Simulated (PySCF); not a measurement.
Below is a simulated gas-phase C 1s photoelectron spectrum of `[BH2-]1[N+](C)([C@H](O[SiH3])CC1)C`.

Every computed line was given a Gaussian of 0.8 eV full width at half maximum and an area set by the number of equivalent atoms; the highest printed point is 100. Computed, not measured: delta-SCF UKS SCAN, pcX-2 on the ionised atom, pcseg-1 elsewhere, spin-free X2C in PySCF.

binding energy (eV), intensity and a bar:
```
    288.0          0 
    288.1          1 
    288.2          1 
    288.3          3 #
    288.4          6 ##
    288.5         10 ###
    288.6         17 #####
    288.7         25 #######
    288.8         34 ##########
    288.9         42 #############
    289.0         48 ##############
    289.1         51 ###############
    289.2         49 ###############
    289.3         43 #############
    289.4         36 ###########
    289.5         27 ########
    289.6         21 ######
    289.7         17 #####
    289.8         17 #####
    289.9         21 ######
    290.0         27 ########
    290.1         35 ##########
    290.2         43 #############
    290.3         49 ###############
    290.4         51 ###############
    290.5         49 ###############
    290.6         43 #############
    290.7         35 ###########
    290.8         27 ########
    290.9         22 ######
    291.0         20 ######
    291.1         22 #######
    291.2         31 #########
    291.3         44 #############
    291.4         60 ##################
    291.5         77 #######################
    291.6         92 ###########################
    291.7        100 ##############################
    291.8        100 ##############################
    291.9         92 ############################
    292.0         78 #######################
    292.1         61 ##################
    292.2         45 #############
    292.3         32 #########
    292.4         24 #######
    292.5         21 ######
    292.6         24 #######
    292.7         30 #########
    292.8         37 ###########
    292.9         45 #############
    293.0         50 ###############
    293.1         51 ###############
    293.2         48 ##############
    293.3         41 ############
    293.4         32 ##########
    293.5         23 #######
    293.6         16 #####
    293.7          9 ###
    293.8          5 ##
    293.9          3 #
    294.0          1 
    294.1          1 
    294.2          0
```

Q: How many maxima does the curve show, and how many computed lines lie under it?

A: The curve has 4 maxima (at 289.1, 290.4, 291.7 and 293.1 eV). Under it lie 5 lines from 5 inequivalent carbon sites. At this width some lines have no maximum of their own.

Q: Decompose the envelope and assign each component. Numbering: `[CH3:1][N+:2]1([CH3:3])[BH2-:4][CH2:5][CH2:6][C@H:7]1[O:8][SiH3:9]`.

A: 
| position (eV) | relative area | line | atoms | environment |
| --- | --- | --- | --- | --- |
| 289.11 | 1 | C 1s | C5 | sp3 carbon bound to boron |
| 290.40 | 1 | C 1s | C6 | ring CH2 carbon |
| 291.71 | 1 | C 1s | C1 | N-methyl carbon |
| 291.79 | 1 | C 1s | C3 | N-methyl carbon |
| 293.08 | 1 | C 1s | C7 | sp3 carbon bound to oxygen |

Q: What are the centre and the root-mean-square width of the whole band?

A: The area-weighted mean of the lines is 291.22 eV. Their own spread about it is 1.35 eV (rms) and each Gaussian has σ = 0.8/2.355 = 0.34 eV; the variances add, which gives 1.40 eV.

Lowest listed C 1s: C5, bonded to C, 2 H and B. Highest, 3.97 eV above it: C7, bonded to O, N, C and H. Summing the Pauling electronegativity differences to the bonded atoms, each weighted by its formal bond order, gives -1.21 for the lowest site and +1.03 for the highest; no listed site has a larger sum than the highest.

No satellites, vibrations or lifetime broadening are included. Isolated species at its PBE0-D3(BJ)/def2-SVP geometry (one conformer only).

The run took 4.6 min wall on one thread of an Arm Neoverse V2 (shared host), and the process peaked at 1.1 GiB of memory.
